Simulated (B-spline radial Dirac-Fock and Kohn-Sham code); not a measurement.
## The Mn atom: differential elastic cross section for positrons at 111 keV

The computed values come from a radial finite-basis atomic code: relativistic (Dirac) partial waves in the static field of the Dirac-Fock atom, without polarisation or absorption potentials.

```
θ (°)  dσ/dΩ (Å²/sr)  Sherman function
    0           81.0             0.000
   10         0.0106             0.000
   20       0.000742             0.002
   30       0.000153             0.003
   40       5.00e-05             0.006
   50       2.12e-05             0.009
   60       1.06e-05             0.012
   70       6.00e-06             0.015
   80       3.71e-06             0.018
   90       2.47e-06             0.020
  100       1.75e-06             0.022
  110       1.31e-06             0.023
  120       1.02e-06             0.022
  130       8.36e-07             0.021
  140       7.11e-07             0.018
  150       6.28e-07             0.015
  160       5.75e-07             0.010
  170       5.45e-07             0.005
  180       5.35e-07             0.000
```

The total elastic cross section is 0.0578 Å², the first transport cross section 0.000121 Å² and the second, weighted with (3/2) sin²θ, 0.000317 Å². The mean deflection is ⟨1 − cos θ⟩ = 0.00210, and 0.013 % of the collisions scatter beyond 90°.

Phase shifts modulo π (rad) for κ = −1 to −5: -1.256, -0.972, -0.827, -0.729, -0.657.
